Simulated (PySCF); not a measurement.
SMILES O[Si](O[Si](O)(O)O)O, doublet (B3LYP/def2-SVP optimised geometry):

```
13

O     -3.491    -1.983     2.286
Si    -2.239    -0.888     2.404
O     -2.882     0.593     1.928
O     -1.010    -1.163     1.337
Si    -0.367    -0.404     0.000
O     -0.880     1.164     0.000
O     -0.860    -1.308    -1.286
O      1.283    -0.404     0.000
H     -3.295    -2.895     2.537
H     -3.745     0.837     2.289
H     -1.695     1.308     0.513
H     -0.345    -1.198    -2.093
H      1.695     0.353     0.433
```

Computed with unrestricted B3LYP/def2-TZVP run with PySCF.

Task: What are the frontier orbital energies (α orbitals alone; a β orbital can be the lowest empty one) and the dipole moment?

Result: HOMO-2 -9.01 eV, HOMO-1 -8.54 eV, HOMO -6.14 eV, LUMO 0.23 eV, LUMO+1 0.41 eV; dipole moment 2.09 D.

Meta-Löwdin charges at B3LYP/def2-TZVP: O1 -0.73, Si2 1.19, O3 -0.75, O4 -0.83, Si5 1.62, O6 -0.78, O7 -0.75, O8 -0.76, H9 0.36, H10 0.36, H11 0.36, H12 0.36, H13 0.36.
